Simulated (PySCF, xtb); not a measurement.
WOBr4, SMILES [Br][W](=[O])([Br])([Br])[Br], multiplicity 1.

GFN2-xTB in xtb at its own geometry gives an orbital gap of 3.05 eV and a dipole moment of 2.13 D.

The structure is a stationary point at PBE0-D3(BJ)/def2-SVP. The spin state was assumed, not searched. The def2 effective core potentials stand for the cores of W; spin–orbit coupling is left out.

Problem. What does PySCF with HF/def2-TZVP give? (An estimate is asked for; the answer gives what the named calculation found.)

Solution. gap 9.51 eV (levels -10.87 and -1.36 eV), dipole 0.90 D.
